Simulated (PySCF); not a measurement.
C₄H₇O₂, doublet, geometry from GFN2-xTB; PySCF with M06/STO-3G.

Here is a job for PySCF.
```python
from pyscf import gto, scf, dft

mol = gto.M(
    atom='''
C     2.03808546   -0.02374396    0.44977087
C     1.36904168    0.21242418   -0.83209906
O    -0.00176593   -0.27401931   -0.86901034
C    -0.76179058    0.01957514    0.18237362
C    -2.16946993   -0.48643755   -0.00846824
O    -0.36942001    0.61570237    1.15131265
H     2.45168114    0.78541232    1.01386328
H     2.01397120   -1.00413598    0.88465910
H     1.83135593   -0.34816588   -1.65651272
H     1.35380727    1.27771201   -1.08252519
H    -2.17785247   -1.31986617   -0.70358173
H    -2.77431590    0.32152721   -0.41601349
H    -2.58435942   -0.77685491    0.95222934
''',
    basis='sto-3g',
    spin=1,
    verbose=4,
)

mf = dft.UKS(mol)
mf.xc = 'm06'
mf.kernel()
mf.analyze()
```

Output, abridged:

```
PySCF version 2.14.0

[INPUT] verbose = 4
[INPUT] num. atoms = 13
[INPUT] num. electrons = 47
[INPUT] charge = 0
[INPUT] spin (= nelec alpha-beta = 2S) = 1
[INPUT] symmetry False subgroup None
[INPUT] Mole.unit = angstrom
[INPUT] Symbol           X                Y                Z      unit          X                Y                Z       unit  Magmom
[INPUT]  1 C      2.038085460000  -0.023743960000   0.449770870000 AA    3.851423337858  -0.044869581513   0.849943763107 Bohr   0.0
[INPUT]  2 C      1.369041680000   0.212424180000  -0.832099060000 AA    2.587113828314   0.401423522435  -1.572439331908 Bohr   0.0
[INPUT]  3 O     -0.001765930000  -0.274019310000  -0.869010340000 AA   -0.003337124055  -0.517821448742  -1.642191542015 Bohr   0.0
[INPUT]  4 C     -0.761790580000   0.019575140000   0.182373620000 AA   -1.439575560474   0.036991653450   0.344636194146 Bohr   0.0
[INPUT]  5 C     -2.169469930000  -0.486437550000  -0.008468240000 AA   -4.099704003179  -0.919233746204  -0.016002654357 Bohr   0.0
[INPUT]  6 O     -0.369420010000   0.615702370000   1.151312650000 AA   -0.698102643834   1.163508853546   2.175665592247 Bohr   0.0
[INPUT]  7 H      2.451681140000   0.785412320000   1.013863280000 AA    4.633005899361   1.484214179659   1.915923926953 Bohr   0.0
[INPUT]  8 H      2.013971200000  -1.004135980000   0.884659100000 AA    3.805853990762  -1.897541994022   1.671763412604 Bohr   0.0
[INPUT]  9 H      1.831355930000  -0.348165880000  -1.656512720000 AA    3.460761144298  -0.657938159118  -3.130355362658 Bohr   0.0
[INPUT] 10 H      1.353807270000   1.277712010000  -1.082525190000 AA    2.558324965745   2.414525764968  -2.045676132043 Bohr   0.0
[INPUT] 11 H     -2.177852470000  -1.319866170000  -0.703581730000 AA   -4.115544708008  -2.494185582379  -1.329576775948 Bohr   0.0
[INPUT] 12 H     -2.774315900000   0.321527210000  -0.416013490000 AA   -5.242697234026   0.607598368496  -0.786151560224 Bohr   0.0
[INPUT] 13 H     -2.584359420000  -0.776854910000   0.952229340000 AA   -4.883731511240  -1.468043018424   1.799452660375 Bohr   0.0

nuclear repulsion = 241.192004991511
number of shells = 25
number of NR pGTOs = 111
number of NR cGTOs = 37
basis = sto-3g
ecp = {}

******** <class 'pyscf.dft.uks.UKS'> ********
method = UKS
initial guess = minao
damping factor = 0
level_shift factor = 0
DIIS = <class 'pyscf.scf.diis.CDIIS'>
diis_start_cycle = 1
diis_space = 8
diis_damp = 0
SCF conv_tol = 1e-09
SCF conv_tol_grad = None
SCF max_cycles = 50
direct_scf = True
direct_scf_tol = 1e-13
number electrons alpha = 24  beta = 23
XC library pyscf.dft.libxc version 7.1.2
    S. Lehtola, C. Steigemann, M. J. T. Oliveira, and M. A. L. Marques,  SoftwareX 7, 1–5 (2018)
XC functionals = m06
    Y. Zhao and D. G. Truhlar,  Theor. Chem. Acc. 120, 215 (2008)
    Y. Zhao and D. G. Truhlar,  Theor. Chem. Acc. 120, 215 (2008)
radial grids:
    Treutler-Ahlrichs [JCP 102, 346 (1995); DOI:10.1063/1.469408] (M4) radial grids

becke partition: Becke, JCP 88, 2547 (1988); DOI:10.1063/1.454033
pruning grids: <function nwchem_prune>
grids dens level: 3
symmetrized grids: False
atomic radii adjust function: <function treutler_atomic_radii_adjust>
small_rho_cutoff = 0
Set gradient conv threshold to 3.16228e-05
tot grids = 153296
init E= -303.697412752473

cycle= 1 E= -302.573202017607  delta_E= 1.12  |g|= 0.516  |ddm|= 3.29
cycle= 2 E= -302.240339725281  delta_E= 0.333  |g|= 0.988  |ddm|= 1.67
cycle= 3 E= -302.718358449425  delta_E= -0.478  |g|= 0.26  |ddm|= 1.21
cycle= 4 E= -302.755497737744  delta_E= -0.0371  |g|= 0.049  |ddm|= 0.358
cycle= 5 E= -302.756972223793  delta_E= -0.00147  |g|= 0.0113  |ddm|= 0.0706
cycle= 6 E= -302.757081542864  delta_E= -0.000109  |g|= 0.00292  |ddm|= 0.0218
cycle= 7 E= -302.757091984758  delta_E= -1.04e-05  |g|= 0.000967  |ddm|= 0.00852
cycle= 8 E= -302.757092678027  delta_E= -6.93e-07  |g|= 0.000279  |ddm|= 0.00183
cycle= 9 E= -302.757092739091  delta_E= -6.11e-08  |g|= 5.06e-05  |ddm|= 0.00053
cycle= 10 E= -302.757092743594  delta_E= -4.5e-09  |g|= 2.06e-05  |ddm|= 0.000151
cycle= 11 E= -302.75709274489  delta_E= -1.3e-09  |g|= 9.33e-06  |ddm|= 9.63e-05
cycle= 12 E= -302.757092745091  delta_E= -2.01e-10  |g|= 4.38e-06  |ddm|= 3.77e-05
Extra cycle  E= -302.757092745117  delta_E= -2.59e-11  |g|= 3.03e-06  |ddm|= 1.34e-05
converged SCF energy = -302.757092745117  <S^2> = 0.75614285  2S+1 = 2.0061334
**** SCF Summaries ****
Total Energy =                        -302.757092745117234
Nuclear Repulsion Energy =             241.192004991510686
One-electron Energy =                 -891.908878764069641
Two-electron Energy =                  347.959781027441807
Two-electron Coulomb Energy =          389.307352931070341
DFT Exchange-Correlation Energy =      -41.347571903628534
**** MO energy ****
                             alpha | beta                alpha | beta
MO #1   energy= -19.0354934561581  | -19.0348770984944  occ= 1 | 1
MO #2   energy= -18.956385523796   | -18.9556519735346  occ= 1 | 1
MO #3   energy= -10.1886463835567  | -10.1887817917959  occ= 1 | 1
MO #4   energy= -10.1560695871346  | -10.1570165238513  occ= 1 | 1
MO #5   energy= -10.0903363131114  | -10.0901322414628  occ= 1 | 1
MO #6   energy= -10.0592229247065  | -10.045158923523   occ= 1 | 1
MO #7   energy= -1.06985850047939  | -1.06759876879403  occ= 1 | 1
MO #8   energy= -0.971715822554987 | -0.969527502221155 occ= 1 | 1
MO #9   energy= -0.755765458918368 | -0.74579215875002  occ= 1 | 1
MO #10  energy= -0.704507103473363 | -0.69587424099098  occ= 1 | 1
MO #11  energy= -0.612827459636245 | -0.589582885133846 occ= 1 | 1
MO #12  energy= -0.5112961103577   | -0.505579359538188 occ= 1 | 1
MO #13  energy= -0.467665883570213 | -0.461111749038341 occ= 1 | 1
MO #14  energy= -0.436212163662763 | -0.431004771036418 occ= 1 | 1
MO #15  energy= -0.418017652267573 | -0.414522530677762 occ= 1 | 1
MO #16  energy= -0.415670736260811 | -0.409762461641772 occ= 1 | 1
MO #17  energy= -0.375725537769391 | -0.36687977706609  occ= 1 | 1
MO #18  energy= -0.371327328250123 | -0.364894077046709 occ= 1 | 1
MO #19  energy= -0.342830062442426 | -0.338207880242231 occ= 1 | 1
MO #20  energy= -0.325867838068388 | -0.323381674186868 occ= 1 | 1
MO #21  energy= -0.260109877301334 | -0.2523417941763   occ= 1 | 1
MO #22  energy= -0.194626617459907 | -0.19120044711722  occ= 1 | 1
MO #23  energy= -0.178295069790216 | -0.154782309391037 occ= 1 | 1
MO #24  energy= -0.126928904095569 | 0.0635395870905694 occ= 1 | 0
MO #25  energy= 0.136106964536109  | 0.137556774773329  occ= 0 | 0
MO #26  energy= 0.287053335699819  | 0.295516708692585  occ= 0 | 0
MO #27  energy= 0.396594038034054  | 0.398798360406662  occ= 0 | 0
MO #28  energy= 0.404423427288382  | 0.409016514779691  occ= 0 | 0
MO #29  energy= 0.424685933572052  | 0.425479702163409  occ= 0 | 0
MO #30  energy= 0.430682334623042  | 0.443385469542487  occ= 0 | 0
MO #31  energy= 0.458046200351565  | 0.457505957403048  occ= 0 | 0
MO #32  energy= 0.466893252537432  | 0.465184320230066  occ= 0 | 0

To work with the spin densities directly, `use mulliken_meta_spin()` only printing them here.

 ** Mulliken spin pop alpha/beta on meta-lowdin orthogonal AOs **
 ** Mulliken Spin Density (per AO)  **
spin_pop of  0 C 1s       -0.00003
spin_pop of  0 C 2s        0.04780
spin_pop of  0 C 2px       0.68945
spin_pop of  0 C 2py       0.07464
spin_pop of  0 C 2pz       0.21054
spin_pop of  1 C 1s        0.00000
spin_pop of  1 C 2s       -0.00800
spin_pop of  1 C 2px      -0.01555
spin_pop of  1 C 2py      -0.00199
spin_pop of  1 C 2pz      -0.02432
spin_pop of  2 O 1s       -0.00000
spin_pop of  2 O 2s       -0.00012
spin_pop of  2 O 2px       0.03852
spin_pop of  2 O 2py       0.00318
spin_pop of  2 O 2pz       0.00141
spin_pop of  3 C 1s       -0.00000
spin_pop of  3 C 2s       -0.00158
spin_pop of  3 C 2px      -0.00186
spin_pop of  3 C 2py      -0.00129
spin_pop of  3 C 2pz      -0.00185
spin_pop of  4 C 1s        0.00000
spin_pop of  4 C 2s        0.00191
spin_pop of  4 C 2px       0.00660
spin_pop of  4 C 2py       0.00110
spin_pop of  4 C 2pz       0.00067
spin_pop of  5 O 1s        0.00000
spin_pop of  5 O 2s        0.00078
spin_pop of  5 O 2px       0.03089
spin_pop of  5 O 2py       0.00310
spin_pop of  5 O 2pz       0.00427
spin_pop of  6 H 1s       -0.04520
spin_pop of  7 H 1s       -0.04619
spin_pop of  8 H 1s        0.03191
spin_pop of  9 H 1s        0.00263
spin_pop of  10 H 1s       -0.00050
spin_pop of  11 H 1s       -0.00065
spin_pop of  12 H 1s       -0.00026
 ** Mulliken Spin Density (per atom)  **
spin density of  0 C =      1.02240
spin density of  1 C =     -0.04986
spin density of  2 O =      0.04298
spin density of  3 C =     -0.00657
spin density of  4 C =      0.01028
spin density of  5 O =      0.03904
spin density of  6 H =     -0.04520
spin density of  7 H =     -0.04619
spin density of  8 H =      0.03191
spin density of  9 H =      0.00263
spin density of  10 H =     -0.00050
spin density of  11 H =     -0.00065
spin density of  12 H =     -0.00026
 ** Mulliken pop alpha/beta on meta-lowdin orthogonal AOs **
 ** Mulliken pop       alpha | beta **
pop of  0 C 1s        0.99980 | 0.99984
pop of  0 C 2s        0.55477 | 0.50697
pop of  0 C 2px       0.85073 | 0.16128
pop of  0 C 2py       0.55296 | 0.47832
pop of  0 C 2pz       0.60015 | 0.38961
pop of  1 C 1s        0.99979 | 0.99979
pop of  1 C 2s        0.51365 | 0.52166
pop of  1 C 2px       0.41904 | 0.43459
pop of  1 C 2py       0.52188 | 0.52387
pop of  1 C 2pz       0.51380 | 0.53812
pop of  2 O 1s        0.99992 | 0.99992
pop of  2 O 2s        0.84812 | 0.84825
pop of  2 O 2px       0.62405 | 0.58553
pop of  2 O 2py       0.83828 | 0.83510
pop of  2 O 2pz       0.77135 | 0.76993
pop of  3 C 1s        0.99987 | 0.99987
pop of  3 C 2s        0.51199 | 0.51357
pop of  3 C 2px       0.48038 | 0.48223
pop of  3 C 2py       0.48059 | 0.48188
pop of  3 C 2pz       0.43924 | 0.44109
pop of  4 C 1s        0.99976 | 0.99976
pop of  4 C 2s        0.51237 | 0.51045
pop of  4 C 2px       0.51729 | 0.51069
pop of  4 C 2py       0.52968 | 0.52859
pop of  4 C 2pz       0.53398 | 0.53332
pop of  5 O 1s        0.99993 | 0.99993
pop of  5 O 2s        0.87996 | 0.87918
pop of  5 O 2px       0.86369 | 0.83280
pop of  5 O 2py       0.66066 | 0.65756
pop of  5 O 2pz       0.71232 | 0.70805
pop of  6 H 1s        0.45207 | 0.49727
pop of  7 H 1s        0.45411 | 0.50030
pop of  8 H 1s        0.48663 | 0.45472
pop of  9 H 1s        0.47394 | 0.47131
pop of  10 H 1s        0.46817 | 0.46867
pop of  11 H 1s        0.46742 | 0.46808
pop of  12 H 1s        0.46766 | 0.46792
In total            24.00000 | 23.00000
 ** Mulliken atomic charges   ( Nelec_alpha | Nelec_beta ) **
charge of  0C =     -0.09442  (     3.55841      2.53601 )
charge of  1C =      0.01381  (     2.96817      3.01803 )
charge of  2O =     -0.12045  (     4.08172      4.03873 )
charge of  3C =      0.16930  (     2.91206      2.91864 )
charge of  4C =     -0.17590  (     3.09309      3.08281 )
charge of  5O =     -0.19408  (     4.11656      4.07752 )
charge of  6H =      0.05067  (     0.45207      0.49727 )
charge of  7H =      0.04559  (     0.45411      0.50030 )
charge of  8H =      0.05865  (     0.48663      0.45472 )
charge of  9H =      0.05475  (     0.47394      0.47131 )
charge of  10H =      0.06315  (     0.46817      0.46867 )
charge of  11H =      0.06450  (     0.46742      0.46808 )
charge of  12H =      0.06442  (     0.46766      0.46792 )
Dipole moment(X, Y, Z, Debye):  0.16307, -0.33672, -1.08937
```
